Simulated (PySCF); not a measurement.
Gas-phase reaction: 2 HfCl₄.H₂O + H₂O₂ ⇌ 2 HfCl₂(OH)₂ + 4 Cl + 2 H, at 1000 K and a standard pressure of 1 bar. Level: CCSD(T)/def2-SVP†.

Method: PySCF energies plus ideal-gas RRHO corrections (1 bar). S°(298 K) at PBE0/def2-TZVP differs from the NASA 1993 table for H₂O₂ (-8 J/mol/K); whether the harmonic model or the table's entry is off was not settled. † marks an energy on the PBE0/def2-TZVP geometry and frequencies. CCSD(T) freezes the core. Open shells (unrestricted): Cl (multiplicity 2, electronic degeneracy 6), H (multiplicity 2); the rest are closed-shell singlets. Spin-orbit splitting is ignored; it lowers the true energy and changes the entropy of Cl. Hf: scalar-relativistic def2 core potential, no spin-orbit coupling. No R ln 2 is added for the mirror-image form of H₂O₂. Adducts (HfCl₄.H₂O) have no counterpoise correction, and HF, PBE, BLYP, B3LYP and PBE0 lack dispersion. HfCl₄.H₂O, HfCl₂(OH)₂: computed as isolated molecules; such fragments, hydroxides, amides, oligomers or adducts are transient or little studied in the gas. CCSD(T) isn't extrapolated to the basis-set limit. The harmonic model lacks anharmonicity and excited electronic states, which grow with temperature; levels with a mode under 35 cm⁻¹ are left out. Internal rotation in H₂O₂ is treated as a harmonic vibration of one conformer, which makes the entropy rough. Soft modes under 120 cm⁻¹ make the harmonic entropy rough for HfCl₄.H₂O, HfCl₂(OH)₂.

| species | E (Ha) | H(1000 K) − E (kJ/mol) | S°(1000 K) (J/mol/K) |
|---|---|---|---|
| HfCl₄.H₂O | -1962.25079 | 217.8 | 634.4 |
| H₂O₂ | -151.05768 | 119.4 | 289.4 |
| HfCl₂(OH)₂ | -1118.17852 | 192.0 | 560.6 |
| Cl | -459.44599 | 20.8 | 193.4 |
| H | -0.49928 | 20.8 | 139.9 |
E: electronic energy; H − E holds the zero-point and thermal terms. 1 Ha = 2625.5 kJ/mol.

**Question.** Work out ΔH°, ΔS°, ΔG° and log10 K from these numbers.

**Answer.** 1. ΔE = 2×(-1118.17852) + 4×(-459.44599) + 2×(-0.49928) − 2×(-1962.25079) − 1×(-151.05768) = 0.41970 Ha = 1101.9 kJ.
2. Δ(H − E) = 2×(192.0) + 4×(20.8) + 2×(20.8) − 2×(217.8) − 1×(119.4) = -46.2 kJ, so ΔH° = 1055.7 kJ.
3. ΔS° = 2×(560.6) + 4×(193.4) + 2×(139.9) − 2×(634.4) − 1×(289.4) = 616.4 J/K; the number of gas molecules changes by +5.
4. ΔG° = ΔH° − TΔS° = 1055.7 − 1000×(616.4)/1000 = 439.3 kJ.
5. log10 K = −ΔG°/(RT ln 10) = -22.95, with RT ln 10 = 19.14 kJ/mol; at standard pressures the reactants are favoured.
6. A shift of 10 kJ in ΔE would move log10 K by 0.52 here.
For scale, ΔH°(298 K) is 1035 kJ at this level, 1148 kJ at ωB97M-V/def2-TZVP†, and runs from 677 to 1382 kJ over the 16 levels computed.
